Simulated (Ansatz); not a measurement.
`[F][GaH][SH]` + `BN` → `B[NH][GaH][F]` + H₂S at 600 K and 1 bar (ligand exchange at a Ga–S bond).

Program: Ansatz. Geometries: PBE0-D4/def2-TZVP. ΔE: electronic, gas phase. CBS: MP2 limit from def2 TZ/QZ plus the TZ coupled-cluster correction, frozen cores. This one scheme is used for every species. For Ga outer-core shells are correlated without core-valence functions, which leaves a few kJ/mol of doubt a bond. Scalar relativity is left out up to krypton. Each species was taken in one conformer, which may not be the lowest.

```
        species  CCSD(T)/CBS energy (Eh)  H − E (kJ/mol)  S (J/(mol·K))
 `[F][GaH][SH]`              -2422.78377            87.8          359.2
           `BN`                -81.93499           155.9          270.2
`B[NH][GaH][F]`              -2105.72573           174.8          399.6
            H₂S               -398.97279            60.8          230.9
```

H − E and S are ideal-gas, rigid-rotor, harmonic terms from PBE0-D4/def2-TZVP, for one conformer and one mirror image of each species. 1 Eh = 2625.50 kJ/mol, R = 8.31446 J/(mol·K).

Q: By hand: ΔE, ΔH, ΔS and ΔG.

A: ΔE = (-2105.72573) + (-398.97279) − (-2422.78377) − (-81.93499) = 0.02024 Eh = 53.1 kJ/mol. Δ(H − E) = 174.8 + 60.8 − 87.8 − 155.9 = -8.1, so ΔH = 45.0 kJ/mol. ΔS = 399.6 + 230.9 − 359.2 − 270.2 = 1.1 J/(mol·K). ΔG = 45.0 − 600 × (1.1)/1000 = 44.3 kJ/mol.

Q: By hand: the equilibrium constant, and the temperature at which ΔG would vanish if ΔH and ΔS stayed fixed.

A: log₁₀ K = −ΔG/(RT ln 10) = -3.9. ΔG = 0 at ΔH/ΔS = 40909 K, far beyond where these terms or the molecules hold.

The number of gas molecules stays the same, so ΔS is small and ΔH decides. A doubt of 5 kJ/mol in ΔE shifts log₁₀ K by 0.4 here. Other conformers and mirror images would add mixing entropy, several J/(mol·K) or more a flexible species. These are equilibria of isolated gas molecules and say nothing of rates. Largest T1 diagnostic: 0.014 (customary marks: 0.02 for closed shells, 0.045 for open ones).
